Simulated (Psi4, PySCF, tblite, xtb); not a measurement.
Intermolecular potential of F4Ti ··· HF (SMILES [F][Ti]([F])([F])[F] and F). Monomers: optimised at B3LYP-D3(BJ) (def2-TZVP), held rigid. Orientation: lowest of the rigid-body minima from ten starts at GFN2-xTB. The monomers approach along the line of their centres of mass (distance R); nothing else relaxes.

Geometry at R = 2.48 Å (first 5 atoms: monomer A):
```
7

Ti     0.0006    -0.0003     0.0002
F      1.1689     0.7766    -1.0472
F      0.8265    -1.0858     1.0984
F     -1.1389    -0.9089    -0.9701
F     -0.8571     1.2185     0.9186
F      1.1074    -1.7350    -1.3368
H      0.5614    -2.2446    -1.8817
```

- GFN2-xTB (tblite)
- RHF/LANL2DZ = restricted Hartree-Fock/LANL2DZ, with its core potentials past Ne, no counterpoise correction (PySCF)
- GFN1-xTB (xtb)
- wB97M-V/def2-TZVP, counterpoise-corrected (Psi4)
- RKS-B3LYP/6-31G* = restricted B3LYP/6-31G*, spherical d, no counterpoise correction (PySCF)

Interaction energies in kcal/mol (negative: bound); R is the distance of the centres of mass, d the F4···H7 distance.

```
R / Å  d / Å  GFN2-xTB  RHF/LANL2DZ  GFN1-xTB  wB97M-V/def2-TZVP  RKS-B3LYP/6-31G*
-----  -----  --------  -----------  --------  -----------------  ----------------
2.11    2.00    -19.57         7.55     -7.15              12.09              5.09
2.26    2.14    -24.43        -0.56    -12.00               3.92             -2.56
2.48    2.35    -26.54        -5.75    -14.29              -1.82             -7.30
2.69    2.54    -25.30        -7.00    -13.48              -3.74             -8.20
2.89    2.73    -22.57        -6.71    -11.62              -4.05             -7.59
3.20    3.03    -17.22        -5.39     -8.27              -3.41             -5.85
3.51    3.33    -12.14        -4.03     -5.36              -2.51             -4.29
3.96    3.77     -6.65        -2.54     -2.58              -1.48             -2.77
4.69    4.48     -2.23        -1.17     -0.73              -0.64             -1.49
5.64    5.42     -0.62        -0.47     -0.18              -0.24             -0.61
7.01    6.78     -0.21        -0.17     -0.05              -0.08             -0.10
```

Lowest grid point: GFN2-xTB -26.54 kcal/mol at R = 2.48 Å; RHF/LANL2DZ -7.00 kcal/mol at R = 2.69 Å; GFN1-xTB -14.29 kcal/mol at R = 2.48 Å; wB97M-V/def2-TZVP -4.05 kcal/mol at R = 2.89 Å; RKS-B3LYP/6-31G* -8.20 kcal/mol at R = 2.69 Å.
